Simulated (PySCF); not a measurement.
Al(Cl)(H)(iPr) (C3H8AlCl), SMILES C[CH](C)[AlH][Cl]. Heavy atoms are numbered as in [AlH:1]([Cl:2])[CH:4]([CH3:5])[CH3:6]. Hydrogens are named by the atom that carries them.

Geometry: PBE0-D3(BJ)/def2-SVP. One conformer was computed; it need not be the lowest.

All values below come from KT2/pcSseg-1 (PySCF).

GIAO shieldings, no solvent; atoms alike by connectivity are averaged. δ = σ(ref) − σ: ³⁵Cl against HCl (σ = 945.4 ppm); ¹H against TMS (σ = 31.47 ppm); ¹³C against TMS (σ = 185.1 ppm), references at their B3LYP-D3(BJ)/def2-TZVP geometries, non-relativistic (without spin–orbit terms, shifts of atoms bonded to Cl or Br come out too high).

```json
[
 {"atoms": "Cl2", "nucleus": "³⁵Cl", "count": "1", "δ (ppm)": "105.4"},
 {"atoms": "H on Al1", "nucleus": "¹H", "count": "1", "δ (ppm)": "…"},
 {"atoms": "H on C5", "nucleus": "¹H", "count": "6", "δ (ppm)": "…"},
 {"atoms": "H on C4", "nucleus": "¹H", "count": "1", "δ (ppm)": "0.72"},
 {"atoms": "C4 (CH)", "nucleus": "¹³C", "count": "1", "δ (ppm)": "25.2"},
 {"atoms": "C5 (CH3)", "nucleus": "¹³C", "count": "2", "δ (ppm)": "…"}
]
```

### Question
Fill in the missing entries. (Estimate from the structure and the level; the computed values follow.)

### Answer

- H on Al1, δ (ppm): 5.60
- H on C5, δ (ppm): 1.56
- C5 (CH3), δ (ppm): 21.7
